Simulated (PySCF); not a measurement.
Work out the structure from these simulated measurements.

Formula: C6H7F3.

- Polarisability: 78.1 au [wB97X-D/def2-SVPD]
- Valence photoelectron: vertical ionisation energy: 9.03 eV [ΔSCF wB97X-D/def2-SVPD]
- Rotational structure: rotational constants A, B, C: 2.446, 1.248, 0.989 GHz [PBE0-D3(BJ)/def2-SVP]
- 13C NMR: chemical shifts (computed TMS as zero) by class: 146.0 (1 C), 144.4 (1 C), 133.1 (1 C), 130.4 (1 C), 124.1 (1 C), 38.1 (1 C) ppm [GIAO PBE0/pcSseg-1]
- UV, first state: lowest singlet excitation: 5.79 eV (214 nm, f = 0.565) [TDDFT wB97X-D/def2-SVPD]
- Triplet: lowest triplet excitation (Tamm–Dancoff): 3.24 eV [TDA wB97X-D/def2-SVPD]
- Couplings: largest of the computed one-bond spin–spin couplings (means over like bonds): 19F–13C -342.5 (×3), 13C–1H +171.4, 13C–1H +169.4, 13C–1H +168.7, 13C–1H +166.3, 13C–1H +162.2, 13C–1H +135.4 (×2) Hz [B3LYP/pcJ-1, spin–dipole term left out for some pairs]
- NMR, other nuclei: isotropic shieldings of nuclei other than C and H, by class: 256 (3 F) ppm [GIAO PBE0/pcSseg-1]
- Dipole: 2.21 D [wB97X-D/def2-SVPD]

The electronic properties come from PySCF, for the isolated species, density fitting. Levels stand in brackets. Isolated species at its PBE0-D3(BJ)/def2-SVP geometry (one conformer only). NMR values are class means; diastereotopic atoms form classes of their own.

Q: Propose a structure and show how it fits.

A: Numbering: `[CH2:1]=[CH:2][C:3](=[CH2:4])[CH2:5][C:6]([F:7])([F:8])[F:9]`. Its formula, C6H7F3, gives 2 degrees of unsaturation: 0 rings and 2 π bonds in the structure found. 6 carbons fall into 6 classes; from least to most shielded: alkene CH carbon [C2] (146.0 ppm), fully substituted alkene carbon [C3] (144.4 ppm), terminal =CH2 carbon [C4] (133.1 ppm), CF3 carbon [C6] (130.4 ppm), terminal =CH2 carbon [C1] (124.1 ppm), allylic carbon [C5] (38.1 ppm). The other shieldings belong to: 256 ppm, fluorine of a CF3 group [F7/F8/F9]. The couplings run between: -342.5 Hz, fluorine of a CF3 group [F7] and CF3 carbon [C6] (with 2 like pairs); +171.4 Hz, terminal =CH2 carbon [C1] and its hydrogen; +169.4 Hz, terminal =CH2 carbon [C4] and its hydrogen; +168.7 Hz, terminal =CH2 carbon [C4] and its hydrogen; +166.3 Hz, terminal =CH2 carbon [C1] and its hydrogen; +162.2 Hz, alkene CH carbon [C2] and its hydrogen; +135.4 Hz, allylic carbon [C5] and its hydrogen (with 1 like pair). The first electron is taken from the HOMO, whose largest Löwdin shares are 0.25 on a terminal =CH2 carbon, 0.24 on a terminal =CH2 carbon, 0.19 on the alkene CH carbon and 0.18 on the fully substituted alkene carbon. The optimised geometry has point group C1 and is an asymmetric top. Structure: `C=CC(=C)CC(F)(F)F`. Computed isomers that give other values at the same levels: `C=C/C=C\CC(F)(F)F` (13C chemical shifts (computed TMS as zero) by class: 143.5 (1 C), 138.3 (1 C), 130.4 (1 C), 128.9 (1 C), 127.6 (1 C), 35.8 (1 C) ppm); `C=C(C)CC(F)=C(F)F` (smallest rotational constant: 0.832 GHz; this holds for the one conformer computed). The assignments are read from this structure; whether some other isomer fits the data as well wasn't checked.

Conformer computed: `[CH2:1]=[CH:2][C:3](=[CH2:4])[CH2:5][C:6]([F:7])([F:8])[F:9]`: C1–C2–C3–C4 178°, C2–C3–C5–C6 88°, C3–C5–C6–F7 179°.
